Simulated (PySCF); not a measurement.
C2H4BrFOSi, singlet, geometry from GFN2-xTB; CASSCF(6,5)+NEVPT2/STO-3G (PySCF).

PySCF was given this input:
```python
from pyscf import gto, scf, mcscf, mrpt
import numpy

mol = gto.M(
    atom='''
C    -2.49167801    0.14957330   -1.73071749
C    -1.71087526   -0.58839019   -0.95814219
Si    0.08393899   -0.21712787   -0.62818962
O     0.58476383    0.95655203   -1.60250735
F     1.00740976   -1.51220765   -0.86005499
Br    0.47377708    0.31115717    1.47805845
H    -2.12045777    1.02784496   -2.23172994
H    -3.52850262   -0.09552706   -1.89739539
H    -2.12340395   -1.46128954   -0.46784599
H     1.48554189    1.26861468   -1.64670792
''',
    basis='sto-3g',
    verbose=4,
)

mf = scf.RHF(mol)
mf.kernel()
mc = mcscf.CASSCF(mf, 5, 6)
mc.fix_spin_(ss=0.0)
mc.kernel()
occ = numpy.linalg.eigvalsh(mc.fcisolver.make_rdm1(mc.ci, mc.ncas, mc.nelecas))[::-1]
ss = mc.fcisolver.spin_square(mc.ci, mc.ncas, mc.nelecas)[0]
print('natural occupations', occ.round(4), ' <S^2>', round(ss, 4))
e2 = mrpt.NEVPT(mc).kernel()
print('E(NEVPT2) = %.10f' % (mc.e_tot + e2))
```

It wrote (shortened):

```
PySCF version 2.14.0

[INPUT] verbose = 4
[INPUT] num. atoms = 10
[INPUT] num. electrons = 82
[INPUT] charge = 0
[INPUT] spin (= nelec alpha-beta = 2S) = 0
[INPUT] symmetry False subgroup None
[INPUT] Mole.unit = angstrom
[INPUT] Symbol           X                Y                Z      unit          X                Y                Z       unit  Magmom
[...]
nuclear repulsion = 516.99839955169
number of shells = 29
number of NR pGTOs = 153
number of NR cGTOs = 51
basis = sto-3g
ecp = {}

******** <class 'pyscf.scf.hf.RHF'> ********
method = RHF
initial guess = minao
damping factor = 0
level_shift factor = 0
DIIS = <class 'pyscf.scf.diis.CDIIS'>
diis_start_cycle = 1
diis_space = 8
diis_damp = 0
SCF conv_tol = 1e-09
SCF conv_tol_grad = None
SCF max_cycles = 50
direct_scf = True
direct_scf_tol = 1e-13
Set gradient conv threshold to 3.16228e-05
Initial guess from minao.
init E= -3076.26864664601
[...]
cycle= 1 E= -3079.20454341864  delta_E= -2.94  |g|= 0.539  |ddm|= 3.92
[...]
cycle= 2 E= -3079.33749707699  delta_E= -0.133  |g|= 0.12  |ddm|= 1.09
[...]
cycle= 3 E= -3079.34424469459  delta_E= -0.00675  |g|= 0.0339  |ddm|= 0.234
[...]
cycle= 4 E= -3079.34502911576  delta_E= -0.000784  |g|= 0.00663  |ddm|= 0.0964
[...]
cycle= 5 E= -3079.34506092098  delta_E= -3.18e-05  |g|= 0.00327  |ddm|= 0.0168
[...]
cycle= 6 E= -3079.34506593548  delta_E= -5.01e-06  |g|= 0.000754  |ddm|= 0.00685
[...]
cycle= 7 E= -3079.34506644858  delta_E= -5.13e-07  |g|= 0.000329  |ddm|= 0.00222
[...]
cycle= 8 E= -3079.34506650287  delta_E= -5.43e-08  |g|= 7.44e-05  |ddm|= 0.000723
[...]
cycle= 9 E= -3079.34506650665  delta_E= -3.79e-09  |g|= 9.59e-06  |ddm|= 0.000222
[...]
cycle= 10 E= -3079.34506650671  delta_E= -5.37e-11  |g|= 1.54e-06  |ddm|= 2.85e-05
[...]
Extra cycle  E= -3079.3450665067  delta_E= 2.73e-12  |g|= 5.58e-07  |ddm|= 3.59e-06
converged SCF energy = -3079.3450665067

******** <class 'pyscf.mcscf.mc1step.CASSCF'> ********
CAS (3e+3e, 5o), ncore = 38, nvir = 8
max_cycle_macro = 50
max_cycle_micro = 4
conv_tol = 1e-07
conv_tol_grad = None
orbital rotation max_stepsize = 0.02
orbital rotation threshold for CI restart = 0.01
augmented hessian ah_max_cycle = 30
augmented hessian ah_conv_tol = 1e-12
augmented hessian ah_linear dependence = 1e-14
augmented hessian ah_level shift = 1e-08
augmented hessian ah_start_tol = 2.5
augmented hessian ah_start_cycle = 3
augmented hessian ah_grad_trust_region = 3
kf_trust_region = 3
kf_interval = 4
ci_response_space = 4
ci_grad_trust_region = 3
with_dep4 0
natorb = False
canonicalization = True
sorting_mo_energy = False
ao2mo_level = 2
internal_rotation = False
******** <class 'pyscf.fci.addons.SpinPenaltyFCISolver'> ********
max. cycles = 50
conv_tol = 1e-08
davidson only = True
linear dependence = 1e-12
level shift = 0.001
max iter space = 12
nroots = 1
pspace_size = 400
spin = None
CASCI E = -3079.35199833442  S^2 = 0.0000000
Set conv_tol_grad to 0.000316228
macro iter   1 ( 21 JK    4 micro), CASSCF E = -3079.36685764572  dE = -1.48593113e-02  S^2 = 0.0000000
               |grad[o]|=0.0133  |grad[c]|=0.0206  |ddm|=0.0477  |maxRot[o]|=0.314
macro iter   2 ( 21 JK    4 micro), CASSCF E = -3079.38159060241  dE = -1.47329567e-02  S^2 = 0.0000000
               |grad[o]|=0.0302  |grad[c]|=0.0207  |ddm|=0.0594  |maxRot[o]|=0.251
macro iter   3 ( 21 JK    4 micro), CASSCF E = -3079.38691713045  dE = -5.32652804e-03  S^2 = 0.0000000
               |grad[o]|=0.0235  |grad[c]|=0.0101  |ddm|=0.0482  |maxRot[o]|=0.236
macro iter   4 ( 21 JK    4 micro), CASSCF E = -3079.39141159520  dE = -4.49446475e-03  S^2 = 0.0000000
               |grad[o]|=0.0143  |grad[c]|=0.0186  |ddm|=0.0532  |maxRot[o]|=0.225
macro iter   5 ( 12 JK    3 micro), CASSCF E = -3079.39511776111  dE = -3.70616590e-03  S^2 = 0.0000000
               |grad[o]|=0.013  |grad[c]|=0.0136  |ddm|=0.0111  |maxRot[o]|=0.148
macro iter   6 ( 17 JK    4 micro), CASSCF E = -3079.39999225701  dE = -4.87449590e-03  S^2 = 0.0000000
[...]
CASSCF energy = -3079.41417039390
CASCI E = -3079.41417039390  E(CI) = -10.5746027523792  S^2 = 0.0000000
[...]
0 C 2px         -0.13206   0.34929  -0.17922  -0.18494   0.29684
0 C 2py          0.12921  -0.33353   0.38835   0.39891  -0.27957
0 C 2pz         -0.13268   0.34837   0.55085   0.56548   0.29237
1 C 1s           0.05468  -0.00378  -0.00002  -0.00001   0.00664
1 C 2s           0.47111   0.36702  -0.00552   0.00344  -0.48325
1 C 2px          0.17531  -0.34530  -0.18648   0.18030   0.29359
1 C 2py         -0.10053   0.33924   0.39547  -0.38729  -0.28601
1 C 2pz          0.13001  -0.35185   0.55831  -0.54564   0.29536
2 Si 1s         -0.00005  -0.00016   0.00001  -0.00001   0.00011
2 Si 2s          0.00661   0.00166  -0.00035   0.00032  -0.00073
2 Si 3s          0.16994  -0.04105  -0.00193   0.00330   0.03755
2 Si 2px        -0.00357  -0.00376  -0.00048   0.00043   0.00251
2 Si 2py        -0.00149   0.00085   0.00093  -0.00096  -0.00012
2 Si 2pz        -0.00089  -0.00148   0.00096  -0.00108   0.00059
2 Si 3px        -0.26036   0.03904  -0.01879   0.01436  -0.04794
2 Si 3py        -0.06928   0.03522   0.03999  -0.02232  -0.03775
2 Si 3pz        -0.03626  -0.01532   0.05425  -0.02825   0.01053
3 O 1s           0.00043   0.00000  -0.00006   0.00003   0.00002
3 O 2s          -0.03483  -0.00393   0.00463  -0.00271   0.00307
3 O 2px          0.04439   0.00424   0.00387  -0.00370  -0.00003
3 O 2py          0.01751   0.00726  -0.02130   0.01956  -0.00846
3 O 2pz         -0.00343  -0.00623  -0.01619   0.01154   0.01044
4 F 1s           0.00018  -0.00012  -0.00016   0.00009   0.00011
4 F 2s          -0.01081   0.00776   0.01096  -0.00645  -0.00682
4 F 2px          0.07828  -0.02521  -0.02941   0.02927   0.03387
4 F 2py         -0.01048   0.01117   0.02795  -0.02543  -0.01186
4 F 2pz          0.00550   0.00849  -0.01033   0.00814  -0.00874
5 Br 1s          0.00002  -0.00001   0.00002  -0.00001   0.00001
5 Br 2s         -0.00021   0.00012  -0.00018   0.00010  -0.00009
5 Br 3s         -0.00191   0.00066  -0.00125   0.00078  -0.00064
5 Br 4s         -0.01199   0.00632  -0.01169   0.00679  -0.00501
5 Br 2px         0.00008  -0.00002   0.00004  -0.00004   0.00003
5 Br 2py         0.00003  -0.00002   0.00001  -0.00001   0.00002
5 Br 2pz         0.00008  -0.00003   0.00007  -0.00006   0.00003
5 Br 3px        -0.00155   0.00039  -0.00068   0.00073  -0.00052
5 Br 3py        -0.00058   0.00036  -0.00022   0.00023  -0.00041
5 Br 3pz        -0.00151   0.00059  -0.00133   0.00110  -0.00061
5 Br 4px         0.05412  -0.01071   0.02377  -0.02789   0.01574
5 Br 4py         0.01896  -0.01214   0.00776  -0.00835   0.01560
5 Br 4pz         0.05258  -0.01851   0.04908  -0.04578   0.02171
5 Br 3dxy       -0.00042   0.00015  -0.00011   0.00007  -0.00019
5 Br 3dyz       -0.00042   0.00036  -0.00027   0.00013  -0.00032
5 Br 3dz^2      -0.00018   0.00026  -0.00080   0.00034  -0.00016
5 Br 3dxz       -0.00142   0.00040  -0.00049   0.00029  -0.00052
5 Br 3dx2-y2    -0.00019   0.00000  -0.00008   0.00007  -0.00003
6 H 1s           0.33634  -0.04555   0.00019  -0.00053  -0.05732
7 H 1s           0.35483  -0.04381  -0.00013  -0.00037  -0.05953
8 H 1s           0.31132  -0.04271   0.00054  -0.00205   0.04473
9 H 1s           0.03906  -0.00096  -0.00247   0.00125   0.00261
<CAS-nat-orb|mo-hf>  39     26       0.75145622
<CAS-nat-orb|mo-hf>  39     32      -0.40887438
<CAS-nat-orb|mo-hf>  40     26       0.63316479
<CAS-nat-orb|mo-hf>  40     31       0.40527956
<CAS-nat-orb|mo-hf>  40     32       0.51397383
<CAS-nat-orb|mo-hf>  41     38       0.73958194
<CAS-nat-orb|mo-hf>  41     39       0.62574953
<CAS-nat-orb|mo-hf>  42     42       0.90254743
<CAS-nat-orb|mo-hf>  43     51      -0.91399430
Sr    (-1)',   E = -0.00444326038031
Si    (+1)',   E = -0.00005052912898
Sijrs (0)  ,   E = -0.10435019790308
Sijr  (+1) ,   E = -0.00249892567114
Srsi  (-1) ,   E = -0.01653786861698
Srs   (-2) ,   E = -0.00371385572686
Sij   (+2) ,   E = -0.00094610679771
Sir   (0)' ,   E = -0.01355820909876
Nevpt2 Energy = -0.146098953323816
E(NEVPT2) = -3079.5602693472
```
